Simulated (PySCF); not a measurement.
C2H8OSi2. Atoms are numbered in the order given.

```xyz
13

C     -1.2873    -2.2823     0.0000
C      0.0498    -2.2357     0.0000
Si     0.9721    -0.6182     0.0000
O     -0.1611     0.5985     0.0000
Si    -0.3127     2.2494     0.0000
H     -1.8846    -1.3630     0.0000
H     -1.8390    -3.2301     0.0000
H      0.6113    -3.1801     0.0000
H      1.8435    -0.4953     1.2069
H      1.8435    -0.4953    -1.2069
H      0.3342     2.8295     1.2131
H      0.3342     2.8295    -1.2131
H     -1.7610     2.5887     0.0000
```
Charge 0, spin multiplicity 1.

Coordinates come from a ωB97X-D3(BJ)/def2-SVP optimisation. Other conformers were not sampled.

These are PySCF 2.14.0 with TDA-PBE/def2-SVPD values and carry that method's errors.

Vertical excitations.  State labels are in the subgroup Cs.

Computed UV-visible absorptions:
```tsv
state	symmetry	energy (eV)	λ (nm)	f	main pairs
S1	A'	5.74	216	0.021	HOMO−1→LUMO 80 %, HOMO→LUMO 19 %
S2	A"	5.87	211	0.000	HOMO→LUMO+1 98 %
S3	A"	5.96	208	0.002	HOMO−2→LUMO 92 %
S4	A"	6.34	195	0.000	HOMO−1→LUMO+1 99 %
S5	A'	6.45	192	0.001	HOMO−2→LUMO+1 99 %
S6	A"	6.56	189	0.001	HOMO−3→LUMO 93 %
S7	A'	6.83	182	0.130	HOMO−4→LUMO 61 %, HOMO→LUMO 24 %
S8	A"	6.98	178	0.002	HOMO→LUMO+2 99 %
S9	A'	7.01	177	0.007	HOMO−3→LUMO+1 90 %
S10	A"	7.05	176	0.002	HOMO→LUMO+3 99 %
T1	A'	4.33	286	0	HOMO→LUMO 89 %
T2	A"	5.62	221	0	HOMO−2→LUMO 93 %
T3	A'	5.63	220	0	HOMO−1→LUMO 89 %
T4	A"	5.78	215	0	HOMO→LUMO+1 98 %
```
Triplets are in the Tamm–Dancoff approximation.
